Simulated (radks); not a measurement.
Q: Coulomb parameter of the 4f shell of the promethium ion Pm2+ in the model configuration [Xe] 4f4 5d1, as a second difference U = [E(n + 1) + E(n - 1) - 2 E(n)] / (1)^2 with all orbitals relaxed. "Bare": the charge of the atom changes with n. "Screened": the 5d shell takes up the change at fixed total charge, which measures U(4f,4f) + U(5d,5d) - 2 U(4f,5d). Method: scalar-relativistic Kohn-Sham, r2SCAN, spin-unpolarised, spherical densities, finite nucleus; meta-GGA in the generalised Kohn-Sham scheme; Fermi nuclear charge, rms radius 4.962 fm; computed with a radial shooting solver on a logarithmic mesh with Libxc functionals. Estimate both.

A: U(bare) = 16.171 eV, U(screened by 5d) = 4.511 eV, against the Slater integral F0(4f,4f) = 26.693 eV with frozen orbitals.
